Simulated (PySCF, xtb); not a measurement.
MoCl4H2, SMILES [Cl][MoH2]([Cl])([Cl])[Cl], multiplicity 1.

GFN2-xTB run with xtb at its own geometry gives an orbital gap of 1.69 eV and a dipole moment of 2.67 D.

Geometry optimised at B3LYP-D3(BJ)/def2-SVP. The multiplicity is an assumed one; no other spin state was optimised. The structure was generated by enumeration; whether it is a known compound was not checked. The def2 effective core potentials stand for the cores of Mo; spin–orbit coupling is left out.

**Question.** What does ωB97X/def2-TZVP in PySCF give? (The exact figures need the calculation; the answer reports its results.)

**Answer.** gap 7.65 eV (levels -10.83 and -3.18 eV), dipole 0.50 D.
